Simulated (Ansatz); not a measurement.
Frontier orbitals of C2H6AlFO.

```xyz
11

O    -1.351    0.665    0.192
C    -1.358   -0.554   -0.722
Al    0.288    0.453   -0.850
C     1.542   -0.039    0.622
F     0.728   -0.485    1.703
H    -1.171    0.367    1.094
H    -1.457   -1.454   -0.118
H    -2.214   -0.433   -1.381
H     0.613    1.541   -1.953
H     2.239   -0.854    0.402
H     2.139    0.793    1.009
```

Total charge 0; spin multiplicity 1. The bonds changed during the relaxation, so this is another structure than the one it started from. The geometry is a stationary point of PBE0-D4/def2-TZVP. It is one conformer, not always the lowest. Basis def2-TZVPP, the Gaussian-basis code of Ansatz.

Orbital energies of one run (eV). Highest occupied ones, from the top: -9.74, -10.15, -12.15, -12.29, -13.10, -14.17, -14.86, -15.84, -15.90, -16.28, -17.82, -21.71, -21.93, -32.34. Empty: 1.62, 2.55, 2.75, 3.81, 4.12, 4.45.

Which functional gave them?
A. LDA (SPW92)
B. ωB97X-V
C. revPBE
D. B97M-V

B. HOMO energies: ωB97X-V -9.74, B97M-V -6.33, revPBE -5.91, LDA (SPW92) -6.11 eV.
